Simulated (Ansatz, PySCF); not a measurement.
Process, species as SMILES: C[C@H](Cl)C[CH-]Cl -> C[C-](Cl)CCCl
Geometries: B3LYP-D3(BJ)/def2-TZVP minima from Ansatz (a quantum-chemistry and plane-wave program), one conformer each, not searched for the lowest. Frequencies are from Ansatz or PySCF.

Property: isomerisation energy (enthalpy at 298 K, with B3LYP-D3(BJ) rigid-rotor harmonic-oscillator terms), in kcal/mol. Valence correlation only, unless marked. No spin-orbit coupling. Non-relativistic unless marked X2C. Anions need diffuse functions: aug- sets have them; def2-D sets add few; the other sets have none. Basis-set limits of correlation are two-point, X^-3; Hartree-Fock from the larger set. [CCSD(T)-MP2]/basis is that difference in the basis named.

```json
[
 {"level": "PBE-D4/def2-TZVPD", "program": "Ansatz + dftd4", "isomerisation energy (kcal/mol)": "-2.8"},
 {"level": "BLYP-D4/def2-TZVPD", "program": "Ansatz + dftd4", "isomerisation energy (kcal/mol)": "(withheld)"},
 {"level": "PBE0-D4/def2-TZVPD", "program": "Ansatz + dftd4", "isomerisation energy (kcal/mol)": "-2.0"},
 {"level": "PBE0/def2-QZVPP", "program": "Ansatz", "isomerisation energy (kcal/mol)": "-1.9"},
 {"level": "r2SCANh/def2-TZVPD", "program": "Ansatz", "isomerisation energy (kcal/mol)": "-1.9"},
 {"level": "HSE06/def2-TZVPD", "program": "Ansatz", "isomerisation energy (kcal/mol)": "-2.1"},
 {"level": "LC-wPBE-D3(BJ)/def2-TZVPD", "program": "Ansatz + dftd3", "isomerisation energy (kcal/mol)": "-0.8"},
 {"level": "LC-wPBE/def2-TZVPD", "program": "Ansatz", "isomerisation energy (kcal/mol)": "-0.9"},
 {"level": "SCS-MP2/STO-3G", "program": "Ansatz", "isomerisation energy (kcal/mol)": "-1.5"},
 {"level": "SCS-MP2/cc-pV(D+d)Z", "program": "Ansatz", "isomerisation energy (kcal/mol)": "-1.3"},
 {"level": "CCSD/cc-pV(T+d)Z", "program": "Ansatz", "isomerisation energy (kcal/mol)": "-0.8"},
 {"level": "X2C-CCSD(T)/cc-pVTZ-DK", "program": "Ansatz", "isomerisation energy (kcal/mol)": "(withheld)"},
 {"level": "RI-MP2/CBS(aug-cc-pV(T+d)Z,aug-cc-pV(Q+d)Z)+[CCSD(T)-MP2]/aug-cc-pV(T+d)Z", "program": "Ansatz", "isomerisation energy (kcal/mol)": "-1.4"}
]
```

Complete the blanks.


- BLYP-D4/def2-TZVPD, isomerisation energy (kcal/mol): -2.5
- X2C-CCSD(T)/cc-pVTZ-DK, isomerisation energy (kcal/mol): -1.0
